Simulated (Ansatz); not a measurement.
Cost and result for the atomization energy of `C[SiH](Cl)OC=S` (11 atoms, 10 bonds).

Cartesian coordinates in Å:
```
C 0.9983 1.0149 -1.2668
Si -0.1941 0.6469 0.0838
Cl 0.5504 1.2064 1.9115
O -0.4255 -1.0043 0.0804
C -0.8918 -1.7938 1.0442
S -1.2531 -3.3459 0.8398
H 1.1796 2.0898 -1.3325
H 0.5976 0.6690 -2.2228
H 1.9496 0.5108 -1.0850
H -1.5108 1.3022 -0.0641
H -1.0002 -1.2959 2.0117
```

Total charge 0; spin multiplicity 1. Geometry: relaxed with PBE0-D4/def2-TZVP. It is one conformer, not always the lowest. Program: Ansatz. All runs use 4 threads of an Intel Xeon Platinum 8488C on a shared host. Times are those of one run each, without the atoms' runs, and a repeat can differ threefold. Electronic energies, without spin–orbit coupling; frozen cores. CCSD(T)/CBS adds CCSD(T) − MP2 in def2-TZVPP to the MP2 limit, and its time is that of the two runs behind it. T1 = 0.014; the RHF reference is unstable towards UHF. B3LYP takes the VWN-RPA correlation (the form of Gaussian; ORCA's B3LYP/G).

CCSD(T)/CBS is a level of theory with its own doubt, some kJ/mol a heavy atom from the limit and from the frozen cores, so smaller differences don't rank the functionals.

```
                             level  functions  wall time
   PBE-D4/def2-TZVPP (with forces)        289      2.5 s
                PBE0-D4/def2-TZVPP        289      3.6 s
r2SCAN-D4/def2-TZVPP (with forces)        289        4 s
 B3LYP-D4/def2-TZVPP (with forces)        289      5.5 s
                 B2PLYP/def2-TZVPP        289      6.5 s
                ωB97X-V/def2-TZVPP        289      7.5 s
  ωB97M-V/def2-TZVPP (with forces)        289       11 s
                    MP2/def2-QZVPP        531       28 s
                CCSD(T)/def2-TZVPP        289      3 min
                 CCSD(T)/CBS(def2)          –    3.5 min
```

**Question.** What atomization energy does each give, and how far from CCSD(T)/CBS? (Estimate.)

**Answer.** Computed: 
```tsv
level	atomization (kcal/mol)	difference from CCSD(T)/CBS	per bond
PBE-D4/def2-TZVPP (with forces)	1016.3	22.4	2.2
PBE0-D4/def2-TZVPP	995.7	1.8	0.2
r2SCAN-D4/def2-TZVPP (with forces)	1000.4	6.5	0.6
B3LYP-D4/def2-TZVPP (with forces)	989.9	-4.0	-0.4
B2PLYP/def2-TZVPP	980.7	-13.2	-1.3
ωB97X-V/def2-TZVPP	997.1	3.2	0.3
ωB97M-V/def2-TZVPP (with forces)	998.9	5.0	0.5
MP2/def2-QZVPP	1006.1	12.2	1.2
CCSD(T)/def2-TZVPP	964.6	-29.3	-2.9
CCSD(T)/CBS(def2)	993.9	0.0	0.0
```

In def2-TZVPP, CCSD(T) changes the Hartree–Fock value by +250.1 kcal/mol (the triples alone add +18.8 kcal/mol) and MP2 by +274.2 kcal/mol; breaking electron pairs costs correlation energy, which Hartree–Fock lacks. From PBE to PBE0 (25 % exact exchange), in def2-TZVPP and without D4, the atomization energy moves by −19.6 kcal/mol: exact exchange takes away binding that semilocal exchange gives to molecules. The D4 term adds +11.4 kcal/mol with B3LYP and +6.0 kcal/mol with PBE0; it sums over pairs of atoms, weighted by their polarisabilities, and B3LYP, whose exchange is more repulsive, gets the larger term.
